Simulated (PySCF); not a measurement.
Compound: C6H9P.
SMILES with atom numbers: `[CH3:1][C:2]#[C:3][PH:4][CH:5]1[CH2:6][CH2:7]1` (hydrogens: H8, H9, H10 on C1; H11 on P4; H12 on C5; H13, H14 on C6; H15, H16 on C7)

The same species was optimised twice, with GFN2-xTB and with PBE0-D3(BJ)/def2-SVP (PySCF), and the same property calculations (PySCF, gas phase) were run on both structures.

```
     coordinate  GFN2-xTB  PBE0-D3(BJ)/def2-SVP  change
      C2≡C3 (Å)     1.205                 1.218  +0.013
      P4–C5 (Å)     1.843                 1.833  -0.010
      C3–P4 (Å)     1.763                 1.770  +0.007
      C1–C2 (Å)     1.445                 1.451  +0.006
      C5–C7 (Å)     1.502                 1.507  +0.005
      C5–C6 (Å)     1.503                 1.504  +0.001
      C6–C7 (Å)     1.493                 1.493   0.000
   C3–P4–C5 (°)      97.6                 101.5    +3.9
   C1–C2–C3 (°)     177.5                 179.3    +1.8
   P4–C5–C7 (°)     118.5                 117.4    -1.1
   C2–C3–P4 (°)     173.0                 174.0    +1.0
   P4–C5–C6 (°)     118.0                 117.7    -0.3
   C5–C6–C7 (°)      60.2                  60.3    +0.1
   C6–C5–C7 (°)      59.6                  59.5    -0.1
   C5–C7–C6 (°)      60.2                  60.2     0.0
C3–P4–C5–C6 (°)       -97                   -96      +1
```

Rotational constants: A = 5217, B = 992.8, C = 880.1 MHz (GFN2-xTB) against A = 5472, B = 957.0, C = 856.9 MHz (PBE0-D3(BJ)/def2-SVP). Point groups within 0.08 Å: C1 and C1. Atoms that the bonding makes alike are paired by their places after alignment.

On the GFN2-xTB structure: isotropic polarisability (au) 95.7 [CAM-B3LYP/def2-SVPD]; HOMO (eV) -7.93 [CAM-B3LYP/def2-SVPD]; LUMO (eV) 1.21 [CAM-B3LYP/def2-SVPD]; dipole (D) 1.51 [CAM-B3LYP/def2-SVPD]; HOMO (eV) -6.67 [PBE0/pcSseg-1]; LUMO (eV) 0.29 [PBE0/pcSseg-1]; dipole (D) 1.55 [PBE0/pcSseg-1]; GIAO shielding of C1 (ppm) 180.7 [PBE0/pcSseg-1]; GIAO shielding of C2 (ppm) 78.1 [PBE0/pcSseg-1]; GIAO shielding of C3 (ppm) 106.8 [PBE0/pcSseg-1]; GIAO shielding of P4 (ppm) 438.9 [PBE0/pcSseg-1]; GIAO shielding of C5 (ppm) 177.5 [PBE0/pcSseg-1]; GIAO shielding of C6/C7 (mean) (ppm) 180.9 [PBE0/pcSseg-1].

Q: What do these properties become on the PBE0-D3(BJ)/def2-SVP structure?

A: 
```
                                    property                level  on GFN2-xTB  on PBE0-D3(BJ)/def2-SVP  change
               isotropic polarisability (au)  CAM-B3LYP/def2-SVPD         95.7                     97.8    +2.1
                                   HOMO (eV)  CAM-B3LYP/def2-SVPD        -7.93                    -7.79   +0.14
                                   LUMO (eV)  CAM-B3LYP/def2-SVPD         1.21                     1.18   -0.03
                                  dipole (D)  CAM-B3LYP/def2-SVPD         1.51                     1.54   +0.03
energy, GFN2-xTB geometry as zero (kcal/mol)  CAM-B3LYP/def2-SVPD          0.0                     -1.3    -1.3
                                   HOMO (eV)        PBE0/pcSseg-1        -6.67                    -6.55   +0.12
                                   LUMO (eV)        PBE0/pcSseg-1         0.29                     0.21   -0.08
                                  dipole (D)        PBE0/pcSseg-1         1.55                     1.57   +0.02
energy, GFN2-xTB geometry as zero (kcal/mol)        PBE0/pcSseg-1          0.0                     -0.9    -0.9
                  GIAO shielding of C1 (ppm)        PBE0/pcSseg-1        180.7                    178.3    -2.4
                  GIAO shielding of C2 (ppm)        PBE0/pcSseg-1         78.1                     75.9    -2.2
                  GIAO shielding of C3 (ppm)        PBE0/pcSseg-1        106.8                    105.8    -1.0
                  GIAO shielding of P4 (ppm)        PBE0/pcSseg-1        438.9                    416.7   -22.2
                  GIAO shielding of C5 (ppm)        PBE0/pcSseg-1        177.5                    178.6    +1.1
        GIAO shielding of C6/C7 (mean) (ppm)        PBE0/pcSseg-1        180.9                    178.7    -2.2
```

The heavy atoms differ by 0.059 Å rms after alignment (one structure mirrored). Among bonds between heavy atoms C2≡C3 changes most (+0.013 Å). Changes are differences of the printed values. Neither structure is proved a minimum here.

Shape of the structure used: `[CH3:1][C:2]#[C:3][PH:4][CH:5]1[CH2:6][CH2:7]1`: C3–P4–C5–C6 -96°.
